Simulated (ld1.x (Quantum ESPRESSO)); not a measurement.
Ga (Z = 31): ultrasoft pseudisation with PBEsol, scalar-relativistic reference atom.

gallium, ultrasoft, made with ld1.x (Quantum ESPRESSO) 7.5 (PBEsol, scalar-relativistic). Core [Ar] 3d10, reference 4s1 4p2. Waves: 4s (bound): rcut 1.50, rcutus 2.05 bohr; 4s channel at 1.85 Ry: rcut 1.50, rcutus 2.05 bohr; 4p (bound): rcut 2.20, rcutus 2.35 bohr; 4p channel at 0.35 Ry: rcut 2.20, rcutus 2.35 bohr. Local part: all-electron potential smoothed inside 2.00 bohr (lloc = -1). Core correction: Bessel-smoothed model core inside 2.00 bohr. Augmentation charge: PSQ, radius 1.70 bohr.

Poles of the logarithmic derivatives, all-electron (AE) and pseudo (PS). s: poles at 0.5 (AE) and 0.5 (PS) Ry. p: poles at 1.6 (AE) and 1.6 (PS) Ry. Test radius 2.55 bohr.

- Cutoffs needed: 6 Ry and 10 Ry (the cutoffs (Ry, on a coarse ladder) from which the occupation-weighted sum of valence levels, in a spherical-Bessel basis at the reference potential, stays within 10 and 1 mRy of its value at 400 Ry)
- Ghost test: no extra level below or beside the all-electron valence levels (s, p, d, f tested) (spherical-Bessel basis up to 400 Ry, 20 bohr box)
- Largest excitation error: -100 meV (all-electron minus pseudo) for 4s1 4p0, out of 7 test configurations
- Lowest eigenvalue of the overlap operator: 0.42 (s channel)
- Density cutoff estimated by the generator: 88 Ry
